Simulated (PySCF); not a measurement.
First SCF of a structure search on quintet WHF, at a hand-made bent geometry. PySCF input:

```python
from pyscf import gto, scf, dft
mol = gto.M(atom='''
W      0.000000     0.000000     0.000000
H     -1.384400     0.000000     0.969300
F      1.646500     0.000000     1.152900''',
    basis={'W': 'def2-TZVP', 'H': 'def2-TZVP', 'F': 'def2-TZVP'},
    ecp={'W': 'def2-TZVP'},
    charge=0, spin=4)
mf = dft.UKS(mol, xc='PBE0')
mf.grids.atom_grid = (50, 194)
aux = {'W': 'def2-universal-JKFIT', 'H': 'def2-universal-JKFIT', 'F': 'def2-universal-JKFIT'}
mf = mf.density_fit(auxbasis=aux)
mf.conv_tol = 1e-08
mf.diis_space = 10
mf.max_cycle = 60
mf.init_guess = 'minao'
mf.verbose = 4
mf.kernel()
```

Excerpt of the output (cycles alone):

```
init E= -148.72891525993
cycle= 1 E= -167.264713247701  delta_E= -18.5  |g|= 0.578  |ddm|= 4.65
cycle= 2 E= -165.668139290419  delta_E=  1.6  |g|= 2.21  |ddm|= 1.37
cycle= 3 E= -167.391563811774  delta_E= -1.72  |g|= 0.122  |ddm|= 0.979
cycle= 4 E= -167.396581933672  delta_E= -0.00502  |g|= 0.0843  |ddm|= 0.166
cycle= 5 E= -167.399764328327  delta_E= -0.00318  |g|= 0.014  |ddm|= 0.0712
cycle= 6 E= -167.399953636503  delta_E= -0.000189  |g|= 0.00599  |ddm|= 0.0259
cycle= 7 E= -167.399993478951  delta_E= -3.98e-05  |g|= 0.00252  |ddm|= 0.0128
cycle= 8 E= -167.400008816126  delta_E= -1.53e-05  |g|= 0.000972  |ddm|= 0.00879
cycle= 9 E= -167.400013651726  delta_E= -4.84e-06  |g|= 0.00047  |ddm|= 0.00566
cycle= 10 E= -167.400014612497  delta_E= -9.61e-07  |g|= 0.000222  |ddm|= 0.00224
cycle= 11 E= -167.400014977105  delta_E= -3.65e-07  |g|= 9.43e-05  |ddm|= 0.00174
cycle= 12 E= -167.400015039089  delta_E= -6.2e-08  |g|= 3.63e-05  |ddm|= 0.000728
cycle= 13 E= -167.400015048082  delta_E= -8.99e-09  |g|= 9.28e-06  |ddm|= 0.000327
Extra cycle  E= -167.400015048247  delta_E= -1.65e-10  |g|= 8.52e-06  |ddm|= 2.59e-05
converged SCF energy = -167.400015048247  <S^2> = 6.0180043  2S+1 = 5.0071965
```

No lower solution of this spin was found from smeared starts or by a stability analysis within the unrestricted form.

With open d or f shells other occupations or spin states may lie lower. No spin–orbit coupling is included, which matters more the heavier the element.

The search for the lowest solution, 3 starts and the stability check together, took 7.2 s on 2 threads of a shared Arm Neoverse V1 host, with 77 basis functions; the process peaked at 0.34 GiB.
